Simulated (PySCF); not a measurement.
# Computed records: CH₄AlGeN

Computed with PySCF 2.14.0. Calculation on a computer-drawn molecule: the log of a Hartree-Fock and frozen-core CCSD(T) single point meant for a local Hartree-Fock minimum, with one planted fault or none, to be diagnosed. Offsets are logged minus clean, where the clean run is the same molecule without the fault. The reference is restricted for singlets and unrestricted otherwise, and also for a bond in bohr or an excited solution. Adding or removing an electron swaps singlet and doublet. The excited solution moves the top pair (singlet) or top alpha electron (doublet) to the lowest empty orbital. Highest occupied and lowest empty are orbital energies over both spins, largest force is the largest gradient component, triples share is (T) over the correlation energy, the T1 limit is 0.02 restricted and 0.045 unrestricted, electrons count all cores, a negative frequency is imaginary (commonest isotopes), and the dipole is about the centre of nuclear charge; on germanium a core potential holds 10 electrons, which the energies leave out, and 3d is frozen in MP2 and coupled-cluster steps.

```json
{"formula": "CH4AlGeN", "logged_structure": {"atoms_angstrom": [["N", -0.2731, -1.2412, -0.2898], ["Ge", 0.8511, -0.8228, 0.9342], ["C", 0.4922, 0.0287, 2.3549], ["Al", -1.1564, 0.62, 2.9303], ["H", -0.0618, -1.9474, -0.8951], ["H", -1.2116, -1.1907, -0.1256], ["H", 2.1447, -1.2992, 0.477], ["H", 1.3588, 0.2032, 2.9054]]}, "given": {"meant_charge": 0, "meant_multiplicity": 1, "meant_basis": "cc-pV(D+d)Z", "meant_basis_and_core_potential_on_germanium": "cc-pVDZ-PP ECP10MDF", "logged_electrons": 62, "logged_basis_functions": 94, "logged_SCF_converged": "yes", "logged_spin_squared": 0.0, "logged_highest_occupied [eV]": -7.0347, "logged_lowest_empty [eV]": 1.737, "logged_largest_force [hartree/bohr]": 0.054389, "logged_T1_diagnostic": 0.01431, "logged_D1_diagnostic": 0.039938, "logged_triples_share": 0.032544, "logged_CC_converged": "yes", "logged_dipole_magnitude [debye]": 4.2819, "logged_SCF_stable_within_its_kind": "yes", "logged_energy_HF [hartree]": -629.86351, "logged_energy_CCSD(T) [hartree]": -630.35958, "possible_faults": "no fault, one electron removed, one electron added, multiplicity raised by two, geometry at a saddle point, SCF held on an excited solution, minimal basis STO-3G, one bond length entered in bohr, all coordinates scaled", "drawn_bonds_atom": [1, 2, 3, 1, 1, 2, 3], "drawn_bonds_other_atom": [2, 3, 4, 5, 6, 7, 8], "drawn_bonds_order": [1, 2, 1, 1, 1, 1, 1]}, "results": {"planted_fault": "all coordinates scaled, by -4.8 %", "HF_energy_offset_from_clean_run [kcal/mol]": 13.42, "CCSD(T)_energy_offset_from_clean_run [kcal/mol]": 19.57}}
```
